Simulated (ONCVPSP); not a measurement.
**Plane-wave convergence, ONCV potential for lithium**

- Element: Li
- Generator: ONCVPSP 4.0.1
- Type: optimised norm-conserving Vanderbilt (ONCV)
- Functional: PBE
- Relativity: fully relativistic
- Frozen core: none
- Valence charge: 3
- Reference configuration: 1s2 2s1
- Partial waves: 1s+2s: rc 1.10 bohr, ncon 4, nbas 8, qcut 10.2 1/bohr, 2 projectors; p scattering state at 0.14 Ha: rc 1.05 bohr, ncon 3, nbas 7, qcut 7.3 1/bohr, 2 projectors, debl 0.6 Ha; d scattering state at 0.43 Ha: rc 1.15 bohr, ncon 3, nbas 6, qcut 8.1 1/bohr, 2 projectors, debl 2.8 Ha
- Local potential: polynomial inside 0.95 bohr (lpopt 5, dvloc0 3 Ha)
- Core correction: none

Open shells are filled in proportion to 2j + 1.

**Question.** For each optimised wave give the share of its norm inside rc, the residual kinetic energy above qcut (Ha) and the cutoffs (Ha) for errors of 10, 1, 0.1 and 0.01 mHa per electron.

**Answer.**

```csv
wave,norm inside rc,residual KE,10 mHa,1 mHa,0.1 mHa,0.01 mHa
1s,0.915,1.7e-05,30.8,39.6,46.5,64.3
2s,0.016,2.4e-06,16.0,28.8,38.5,46.6
p projector 1 j=3/2,0.047,1.9e-05,4.6,12.0,21.6,29.6
p projector 2 j=3/2,0.072,4.0e-05,6.7,15.5,24.0,31.9
p projector 1 j=1/2,0.047,1.9e-05,4.6,12.0,21.6,29.6
p projector 2 j=1/2,0.072,4.0e-05,6.7,15.5,24.0,31.9
d projector 1 j=5/2,0.003,3.7e-07,1.5,2.7,7.2,12.5
d projector 2 j=5/2,0.081,1.3e-05,7.8,14.6,25.0,33.7
d projector 1 j=3/2,0.003,3.7e-07,1.5,2.7,7.2,12.5
d projector 2 j=3/2,0.081,1.3e-05,7.8,14.6,25.0,33.7
```

The occupied waves need 40 Ha and 46 Ha for 1 and 0.1 mHa. Rows with under 1 % of the norm inside rc give no meaningful cutoff. Its largest configuration-test error is +841 meV.
